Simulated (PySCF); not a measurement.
Electron correlation in Kr³⁺ (krypton, charge +3)

[Ar] 3d10 4s2 4p3, high-spin 4S determinant. Calculation: PySCF 2.14, in def2-SVP (5s4p3d, 32 functions); no relativity, point nucleus. Frozen: [Ar] 3d10; 5 electrons correlated.

MP2 pair energies summed by pair of shells (mhartree):

| pair | energy | share (%) |
| --- | --- | --- |
| 4s-4p | -42.50 | 66.3 |
| 4p-4p | -15.49 | 24.2 |
| 4s-4s | -6.07 | 9.5 |

Total MP2 correlation energy: -64.06 mhartree.

Same-spin part -16.68 and opposite-spin part -47.39 mhartree; SCS-MP2 scales them by 1/3 and 6/5 to -62.42 mhartree.

| level | correlation energy (mhartree) |
| --- | --- |
| CCSD | -80.08 |
| (T) | -0.72 |
| CCSD(T) | -80.80 |

Diagnostics: T1 = 0.00091, D1 = 0.0026, largest double amplitude 0.059.

Task: Is a single reference adequate?

Result: Yes, within this model without spin-orbit coupling: T1 lies below 0.03 and no double amplitude reaches 0.07.
